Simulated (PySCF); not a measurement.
Molecule: SMILES C[Si](C)(C)CS (C₄H₁₂SSi). Atoms near the plane z = 1.5 Å, at the GFN2-xTB optimised geometry (x, y, z in Å): C1 (2.1, -0.4, 0.0), Si2 (0.1, -0.4, 0.0), C4 (-0.6, 1.4, 0.0), C5 (-0.4, -1.3, 1.6), S6 (-2.2, -1.3, 1.8), H7 (2.5, -1.4, 0.0), H9 (2.5, 0.1, 0.9), H14 (-0.1, 2.0, 0.8), H15 (-1.6, 1.4, 0.2), H16 (-0.1, -0.7, 2.5), H17 (0.0, -2.3, 1.7), H18 (-2.5, -2.0, 0.6).

Calculation: PySCF 2.14.0 with B3LYP/def2-SVP. Cells within 0.4 Å of a nucleus heavier than hydrogen are left out (blank, or x). The values are rescaled to run from 0 to 1.

```
|00000000000000000000000000000|
|00000000000000000000000000000|
|00000000000000000000000000000|
|00000000000000000000000000000|
|00000000000024531000000000000|
|00000000000168986100000000000|
|00000000000389999400000000000|
|00000000000389999500000000000|
|00000000000289998200000000000|
|00000000000158985000000000000|
|00000000000013420000036520000|
|00000000000000000000499973000|
|00002210000000000001899996100|
|00147776300000000002999997100|
|00368999730012210002899996100|
|01478999852246641001699973000|
|01478998875557762000145420000|
|013688101786xx563000000000000|
|0024641x1597xx253000000000000|
|0012550x05872x774100000000000|
|00024664565579997200000000000|
|00013677642389999500000000000|
|00012456530189999700000000000|
|00001233310069999600000000000|
|00000112100028998300000000000|
|00000000000004763000000000000|
|00000000000000000000000000000|
|00000000000000000000000000000|
|00000000000000000000000000000|
```
Scale: ten equal steps from 0.000 (start of '0') to 1.00 (end of '9'), in the order '0123456789'; x runs from -4.50 to 4.50, y from -4.50 (bottom) to 4.50 (top).

Problem. Which quantity is mapped?
A. deformation density (molecule minus spherical neutral atoms)
B. electron localisation function
C. log10 of the electron density
D. electrostatic potential

Solution. B, electron localisation function
